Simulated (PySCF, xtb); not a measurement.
B(H)(Cl)(NMe2) (C2H7BClN), SMILES CN(C)BCl.

Geometry: B3LYP-D3(BJ)/def2-SVP. The structure was generated by enumeration, and PubChem lists no compound with its InChIKey, so it may never have been made. The values are those of a single conformer.

These are IEF-PCM-PBE0/def2-SVP (PySCF) values and carry that method's errors.

The values are the electrostatic part of the solvation free energy, E(continuum) − E(gas) at the gas-phase geometry, in a cavity of scaled van der Waals radii (PySCF's table); cavitation and dispersion terms are not included. In vacuum the orbital gap is 7.81 eV. The dipole moment in vacuum is 2.84 D.

Computed values in water (ε = 78.36), methanol (ε = 32.61), chlorobenzene (ε = 5.70):
```
solvent            ε  ΔG(elec) (kcal/mol)  dipole (D)  gap (eV)
-------------  -----  -------------------  ----------  --------
water          78.36                 -2.4        3.64      7.65
methanol       32.61                 -2.3        3.62      7.66
chlorobenzene   5.70                 -1.8        3.45      7.69
```

For comparison, GFN2-xTB/ALPB(water) (xtb, at the GFN2-xTB geometry, all terms of that model) gives -3.3 kcal/mol.
